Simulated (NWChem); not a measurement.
Molecule: RbI; SMILES [Rb][I]

Results from NWChem. Structure relaxed at the PBE0/def2-SVP level. def2 effective core potentials on Rb, I; no spin-orbit coupling.

Problem. Order these runs by computing time, cheapest first, and give rough ratios: CAM-B3LYP/def2-TZVP; CAM-B3LYP/def2-SVP; CAM-B3LYP/def2-QZVP.

Solution. CAM-B3LYP/def2-SVP (1), CAM-B3LYP/def2-TZVP (4), CAM-B3LYP/def2-QZVP (30). Ratios are rough, from one shared machine; the cheapest took very roughly 9 core-seconds. What differs between the cheapest and the dearest: highest occupied level (eV) -6.42 → -6.56; orbital gap (eV) 5.29 → 5.44; dipole (D) 11.87 → 11.80.
